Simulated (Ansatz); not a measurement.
Cu3Sn2⁺: single points at one geometry.

```yaml
crystal:
  periodic: [false, false, false]
  atoms:
    - {symbol: Cu, position_ang: [-0.687371, -0.853828, -0.928898]}
    - {symbol: Cu, position_ang: [-1.390321, 1.473858, -0.468364]}
    - {symbol: Cu, position_ang: [1.024878, 0.956197, -0.315697]}
    - {symbol: Sn, position_ang: [-0.571981, 0.038171, 1.484583]}
    - {symbol: Sn, position_ang: [1.624806, -1.614398, 0.228376]}
basis:
  gaussian: {orbitals: def2-SVP, initial_orbitals: start.molden}
total_charge: 1
correlation: {method: ccsd_t, frozen_orbitals: {Cu: 9, Sn: 4}}
scf: {omitted_lower_state_checks: [starts]}
output: {orbitals: {seedname: orbitals}}
```

The file start.molden holds the orbitals of an earlier run on this structure, at another level or in another basis.

```sh
$ ansatz run in.yaml --threads 4 --pin off --events-out ev --progress --plain --max-ram 4787MiB
```

It prints (some lines left out):

```
Functional definition: HF
1722 factors; integrals over basis functions are off by at most 7.3e-4 eV
mean field evaluation 1: about -145377.6712 eV, gradient 4.6e1 eV
mean field evaluation 2: about -145380.3757 eV, gradient 4.0e0 eV
mean field evaluation 4: about -145381.0899 eV, gradient 1.7e0 eV
mean field evaluation 8: about -145381.1048 eV, gradient 4.6e-4 eV
mean field evaluation 16: about -145378.3328 eV, gradient 2.3e0 eV
mean field evaluation 32: about -145378.4089 eV, gradient 3.2e-3 eV
mean field evaluation 64: about -145377.4862 eV, gradient 7.2e-1 eV
mean field -145381.10479002 eV, -5342.6570581811 hartree, gradient 5.1e-6 eV, S^2 0.000000; 2 other end points of the search recorded, 0 dependent functions left out; unrestricted orbitals would lower it
determinant -145381.10479002 eV, -5342.6570581811 hartree, with singles and doubles -145409.89188735 eV, -5343.7149644953 hartree
determinant -145378.40893466 eV, -5342.5579873239 hartree, with singles and doubles -145407.23675872 eV, -5343.6173903178 hartree
determinant -145378.12161384 eV, -5342.5474284785 hartree, with singles and doubles -145406.55359692 eV, -5343.5922845848 hartree
35 core orbitals not correlated: weight in the atoms' cores, before any rotation towards them, 1.000 or more for the frozen orbitals, at most 0.000 for the correlated occupied ones
reference -145381.10479002 eV, -5342.6570581811 hartree; 30, 30 occupied and 80, 80 virtual orbitals, 1722 factors
second order -31.92594416 eV of doubles, -0.00000000 eV of singles
cycle   1  -28.76837409 eV  change    1.9e-2 eV  update   9.0e-3
cycle   2  -28.78379721 eV  change   -1.5e-2 eV  update   5.8e-3
cycle   3  -28.77407568 eV  change    9.7e-3 eV  update   5.3e-3
cycle   4  -28.78022665 eV  change   -6.2e-3 eV  update   1.6e-3
cycle   5  -28.78425108 eV  change   -4.0e-3 eV  update   1.1e-3
cycle   6  -28.78320463 eV  change    1.0e-3 eV  update   7.6e-4
cycle   7  -28.78214839 eV  change    1.1e-3 eV  update   5.2e-4
cycle   8  -28.78287634 eV  change   -7.3e-4 eV  update   3.0e-4
cycle   9  -28.78288598 eV  change   -9.6e-6 eV  update   1.7e-4
cycle  10  -28.78269952 eV  change    1.9e-4 eV  update   1.0e-4
cycle  11  -28.78293003 eV  change   -2.3e-4 eV  update   6.5e-5
cycle  12  -28.78291260 eV  change    1.7e-5 eV  update   3.3e-5
perturbative correction -1.91227599 eV, -0.0702748463 hartree
Total energy: -145411.79997860 eV, -5343.7850855556 hartree
Checks for a lower state left out: starts
```

Hardware: 4 threads of Arm Neoverse V1 on a shared host. Wall time 68 s, peak host memory 1.1 GiB.

First input, but with `gaussian: {orbitals: def2-TZVP, initial_orbitals: start.molden}`, `hamiltonian: {xc: r2scan, dispersion: d4}` and without the key `correlation` (abridged; 12 s):

```
Functional definition: r2SCAN
mean field -145586.68355125 eV, -5350.2119383100 hartree, gradient 4.4e-5 eV, S^2 0.000000
Total energy: -145586.73860786 eV, -5350.2139616033 hartree
Checks for a lower state left out: starts
```

First input, but with `hamiltonian: {xc: pbe, dispersion: d4}` and without the key `correlation` (abridged; 3.1 s):

```
Functional definition: PBE
mean field -145543.31870360 eV, -5348.6183095525 hartree, gradient 1.4e-5 eV, S^2 0.000000
Total energy: -145543.63808028 eV, -5348.6300464292 hartree
Checks for a lower state left out: starts
```

First input, but with `gaussian: {orbitals: def2-TZVP, initial_orbitals: start.molden}`, `hamiltonian: {xc: {name: wB97M-V}}` and without the key `correlation` (abridged; 38 s):

```
Functional definition: wB97M-V
mean field -145572.68160554 eV, -5349.6973762959 hartree, gradient 2.2e-5 eV, S^2 0.000000
Total energy: -145572.68166365 eV, -5349.6973784315 hartree
Checks for a lower state left out: starts
```

First input, but with `gaussian: {orbitals: def2-TZVP, initial_orbitals: start.molden}`, `hamiltonian: {xc: {name: B3LYP}, dispersion: d4}` and without the key `correlation` (abridged; 13 s):

```
Functional definition: B3LYP
mean field -145590.77228944 eV, -5350.3621966671 hartree, gradient 1.9e-5 eV, S^2 0.000000
Total energy: -145591.31108080 eV, -5350.3819968842 hartree
Checks for a lower state left out: starts
```

First input, but with `gaussian: {orbitals: def2-TZVP, initial_orbitals: start.molden}`, `hamiltonian: {xc: {name: CAM-B3LYP}, dispersion: d4}` and without the key `correlation` (abridged; 17 s):

```
Functional definition: CAM-B3LYP
mean field -145589.66742585 eV, -5350.3215936789 hartree, gradient 1.2e-5 eV, S^2 0.000000
Total energy: -145589.96250165 eV, -5350.3324375147 hartree
Checks for a lower state left out: starts
```

As the first input, with `gaussian: {orbitals: def2-TZVP, initial_orbitals: start.molden}`, `hamiltonian: {xc: pbe, dispersion: d4}`, `output: {forces: true, orbitals: {seedname: orbitals}}` and without the key `correlation` (abridged; 7 s):

```
Functional definition: PBE
mean field -145563.97561282 eV, -5349.3774369645 hartree, gradient 1.6e-5 eV, S^2 0.000000
Total energy: -145564.29498599 eV, -5349.3891737124 hartree
Atom 0 force    -0.071817    -0.222151    -0.099363 eV/Å
Atom 1 force    -0.226736     0.220032    -0.016204 eV/Å
Atom 2 force     0.232973     0.100102     0.009702 eV/Å
Atom 3 force     0.004027    -0.027549     0.069824 eV/Å
Atom 4 force     0.061553    -0.070434     0.036041 eV/Å
Dipole moment:    -0.008844     0.087528    -0.233689 e Å
Checks for a lower state left out: starts
```

Geometry: PBE-D4/def2-SVP.

In the def2 sets Sn takes a core potential; there is no spin–orbit coupling. B3LYP takes the VWN-RPA correlation. Correlated methods freeze 35 core orbitals; core or outer-core shells of Sn are correlated, in sets that lack core-valence functions. At CCSD(T)/def2-SVP the restricted singlet (for correlated methods, its reference) is unstable: a solution with broken spin symmetry lies lower. The restricted singlet is unstable towards broken spin symmetry in Hartree–Fock (as tested in another run); at r2SCAN-D4/def2-TZVP, PBE-D4/def2-SVP, ωB97M-V/def2-TZVP, B3LYP-D4/def2-TZVP and others this wasn't settled. No other spin state of charge 1 was run. Another isomer (singlet) lies 0.15 eV lower at PBE0-D4/def2-TZVP; other spin states weren't run for this one.
